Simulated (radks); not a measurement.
Ti4+, configuration [Ar] (the NIST ground configuration). Calculated with a radial shooting solver on a logarithmic mesh with Libxc functionals: non-relativistic Kohn-Sham, revTPSS, spin-polarised, spherical densities, point nucleus; meta-GGA in the generalised Kohn-Sham scheme.

Local quantities along the radius. ELF = 1/(1 + alpha^2) is the electron localisation function; alpha = (tau - tau_W)/tau_unif compares the Pauli kinetic energy density with that of the uniform gas (summed over spins); s = |grad rho|/(2 (3 pi^2)^(1/3) rho^(4/3)) is the reduced gradient; 4 pi r^2 rho is in e/bohr; r v_xc is r times the local exchange-correlation potential of spin up (hartree bohr, multiplicative part alone).

r (bohr)	ELF	alpha	s	4 pi r^2 rho	r v_xc
0.002582	1.000	0.01325	0.3835	0.5343	-0.2469
0.003256	1.000	0.01379	0.3873	0.8250	-0.2551
0.004107	1.000	0.01451	0.3920	1.264	-0.2652
0.005179	1.000	0.01546	0.3981	1.918	-0.2775
0.006531	1.000	0.01675	0.4059	2.874	-0.2925
0.008237	1.000	0.01855	0.4160	4.240	-0.3104
0.01039	1.000	0.02110	0.4289	6.136	-0.3316
0.0131	0.999	0.02482	0.4456	8.664	-0.3561
0.01652	0.999	0.03050	0.4674	11.86	-0.3841
0.02083	0.998	0.03957	0.4959	15.63	-0.4149
0.02628	0.997	0.05494	0.5334	19.62	-0.4477
0.03314	0.993	0.08298	0.5826	23.22	-0.4809
0.04179	0.981	0.1385	0.6457	25.57	-0.5122
0.0527	0.938	0.2579	0.7209	25.91	-0.5369
0.06646	0.784	0.5251	0.7894	24.15	-0.5428
0.08382	0.473	1.056	0.7878	21.33	-0.5089
0.1057	0.275	1.624	0.6225	19.55	-0.4912
0.1333	0.320	1.457	0.3794	20.72	-0.5995
0.1681	0.569	0.8701	0.2922	24.55	-0.7396
0.212	0.783	0.5270	0.3669	27.83	-0.9426
0.2674	0.850	0.4209	0.5285	26.52	-0.9412
0.3399	0.772	0.5427	0.7715	19.52	-0.8362
0.4286	0.340	1.393	0.9878	11.51	-0.7135
0.5406	0.112	2.814	0.6143	7.596	-0.5856
0.6817	0.427	1.158	0.2150	8.428	-0.8382
0.8597	0.843	0.4317	0.3786	9.671	-1.199
1.084	0.891	0.3498	0.6797	7.917	-0.9553
1.367	0.829	0.4547	1.158	4.318	-0.8514
1.724	0.584	0.8435	2.128	1.474	-0.5575
2.175	0.167	2.232	4.390	0.2982	-0.4334
2.743	0.013	8.856	11.02	0.03256	-0.3132
3.459	0.000	58.23	35.53	0.001632	-0.1349

On this mesh the ELF has minima near r = 0.12, 0.54 bohr, which separate the shells, and maxima near 0.27 (0.85), 1.1 (0.89).

Self-consistent cycle (total energy in hartree, residual of the potential): 1: -843.189536, 7e+00; 2: -844.809482, 4e+00; 3: -845.729766, 3e-01; 4: -845.730276, 1e-01; 5: -845.730940, 2e-03; 6: -845.730940, 3e-04; 7: -845.730940, 7e-05; 8: -845.730940, 5e-06; 9: -845.730940, 2e-06; 10: -845.730940, 7e-07.
